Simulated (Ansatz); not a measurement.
Species: H3B, SMILES `B` (charge 0, multiplicity 1), formula H3B.

How many basis functions does frozen-core CCSD(T)/cc-pVQZ // B3LYP-D3(BJ)/def2-TZVP run with Ansatz (an electronic-structure program) use, how many core orbitals are frozen, and how many electrons are correlated?

145 basis functions and 1 frozen orbitals, which leaves 6 correlated electrons. Core time is of the order of seconds.
